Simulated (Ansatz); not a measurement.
The first iterations of a band of BClF2 + FH (6 atoms, charge 0, multiplicity 1).

Level of theory: Ansatz 0.2.0, RKS PBE/def2-SVP.

```
movable images  : 5
climbing image  : yes
spring          : 5.0 eV/Å²
optimiser       : quadratic models (default)
start path      : through a guess of the saddle point
force threshold : 0.05 eV/Å
iteration limit : 60
end points      : relaxed
```

First end point:

```xyz
6
Properties=species:S:1:pos:R:3
B -0.001 0.162 0.117
Cl -0.011 0.540 1.872
F 1.148 0.206 -0.537
F -1.151 0.136 -0.535
F 0.060 -2.013 0.562
H 0.076 -1.760 1.472
```

Last end point:

```xyz
6
Properties=species:S:1:pos:R:3
B 0.014 -0.381 -0.464
Cl 0.013 0.066 2.533
F 1.142 0.270 -0.697
F -1.154 0.200 -0.687
F 0.055 -1.662 -0.104
H 0.051 -1.222 2.370
```

| iteration | highest image above the first end (eV) | largest band force component (eV/Å) |
| --- | --- | --- |
| 1 | 1.716 | 5.222 |
| 2 | 0.405 | 2.575 |
| 3 | 0.354 | 4.759 |
| 4 | 0.292 | 0.946 |

Task: Does the band converge within its limit, and where does its top end?

Result: It converged. It ended after 12 iterations with the highest image 0.252 eV above the first end. A vibrational analysis at the climbing image gives one clearly imaginary mode, 660i cm⁻¹: a first-order saddle point. The orbitals stay closed-shell, which can raise the energy where a bond breaks towards radicals; this wasn't checked here.

Time of the run: 81 s on 1 thread of Intel(R) Xeon(R) Platinum 8488C (Sapphire Rapids), on a shared host, peak memory 0.16 GiB.
